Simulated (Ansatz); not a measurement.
The same substitution along the group B, Al, Ga, In.

Calculated with Ansatz (gas phase, PBE0-D4/def2-TZVP geometries, no zero-point term in ΔE). CCSD(T)/CBS is the MP2 limit (def2-TZVPP, def2-QZVPP) plus CCSD(T) − MP2 in def2-TZVPP, frozen cores. This one scheme is used for every species. DFT in def2-TZVPP. def2 core potentials past Kr. For Ga, In outer-core shells are correlated without core-valence functions, which leaves a few kJ/mol of doubt a bond. Scalar relativity is left out up to krypton. Each species was taken in one conformer, which may not be the lowest.

| reaction | PBE-D4 (eV) | CCSD(T)/def2-SVP (eV) | CCSD(T)/CBS(def2) (eV) |
| --- | --- | --- | --- |
| `BC[SiH3]` + `C=N` → `C=NC[SiH3]` + BH₃ | 0.95 | 0.85 | 0.93 |
| `[AlH2][CH2][SiH3]` + `C=N` → `C=NC[SiH3]` + `[AlH3]` | 0.76 | 0.66 | 0.83 |
| `[SiH3][CH2][GaH2]` + `C=N` → `C=NC[SiH3]` + `[GaH3]` | 0.62 | 0.56 | 0.76 |
| `[SiH3][CH2][InH2]` + `C=N` → `C=NC[SiH3]` + `[InH3]` | 0.49 | 0.44 | 0.67 |

Largest T1 diagnostic: 0.014, for `[InH3]`.
